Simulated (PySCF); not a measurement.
# Name the molecule from its bond curve

A diatomic of charge +1 contains Cd. Its triplet curve at PBE0 in a double-zeta basis (scalar-relativistic core potentials, PySCF), in eV from the separated fragments:

```
R (Å)  E (eV)
2.158  -1.093
2.258  -1.441
2.358  -1.625
2.434  -1.687
2.509  -1.703
2.584  -1.683
2.685  -1.620
2.810  -1.505
2.961  -1.346
3.161  -1.136
```

The fit gives ωe = 265 cm⁻¹ and the rotational constant Bₑ = 0.1107 cm⁻¹.

Which atom is the partner?

The minimum lies at 2.501 Å, so the reduced mass is 16.8576 u Å² cm⁻¹/(Bₑ·Re²) = 24.35 u. With Cd at 113.90 u the partner weighs about 31.0 u: P. The molecule is CdP⁺.

Spin–orbit coupling is left out. The state was picked by a PBE0 search and need not be the measured ground state.
